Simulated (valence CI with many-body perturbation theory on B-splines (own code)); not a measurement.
**Sensitivity of CI+MBPT for Sb XIX**

Calculated by valence CI with perturbative core correlation (CI+MBPT): five valence electrons over a frozen Dirac-Fock core [Ar] 3d10, a basis of 6 s, 6 p, 5 d, 3 f, 1 g functions for each j, with the one-electron correlation potential Σ1, the two-electron term Σ2, the three-electron term Σ3, Breit, model QED; selected CI, second order for the rest, scaled by the run's own slope (own B-spline code, finite nucleus).

No measured spectrum was set against this ion. As an estimate, levels hold to about 250 cm⁻¹ or 0.2 % of their energy and the worst to 1 %, as in measured heavy ions of charge 2 to 7; those with d or f electrons hold less well. Among the levels kept, up to 770 cm⁻¹ of a level comes from second order outside the variational space, and about a tenth of that is noise between levels of different J, which matters for small intervals.

The reference run has the lowest level (4s^2 4p1/2^2 4p3/2) J=3/2 and an ionisation energy of 511.201 eV. Its largest variational space holds 10000 state functions.

Levels are named by their leading jj configuration (3d3/2^4 stands for four electrons in 3d with j = 3/2), which in mixed levels can hold well under half, so a name can repeat and another be missing. Letters in brackets count levels of one name in rising energy.

Changed runs:
A. Davidson tolerance 2e-05 → 0.0003
B. hole-hole ladder in Σ2 on → off
C. highest l in the core sums 6 → 3; box radius (bohr) 6.032 → 3.32
D. Davidson tolerance 2e-05 → 0.03 (bad on purpose)

Excitation energies of the reference run in cm⁻¹, and shifts in cm⁻¹:

```
                       Level  Reference  A       B       C        D
  (4s^2 4p1/2 4p3/2^2) J=3/2      74697  0     -13    +174     -0.7
  (4s^2 4p1/2 4p3/2^2) J=5/2      96375  0    +7.5    +310      -14
  (4s^2 4p1/2 4p3/2^2) J=1/2     126360  0     +49    +504     +0.2
        (4s^2 4p3/2^3) J=3/2     200253  0     +21    +630     -3.3
  (4s 4p1/2^2 4p3/2^2) J=5/2     425063  0     -50    +436      +10
  (4s 4p1/2^2 4p3/2^2) J=3/2     473700  0     -40    +523      +10
  (4s 4p1/2^2 4p3/2^2) J=1/2     479010  0     -20    +628      +10
(4s 4p1/2 4p3/2^3) J=3/2 [a]     531033  0     -20    +676      +10
    (4s 4p1/2 4p3/2^3) J=5/2     554897  0     -13    +802      +11
    (4s 4p1/2 4p3/2^3) J=1/2     594750  0     +29    +796      +10
(4s 4p1/2 4p3/2^3) J=3/2 [b]     600594  0    -0.8    +590      -83
  (4s^2 4p1/2^2 4d3/2) J=3/2     614994  0    -1.7    +494      -95
      Ionisation energy (eV)    511.201  0  -0.020  +0.470  +0.0012
```

No effect on these energies: A.
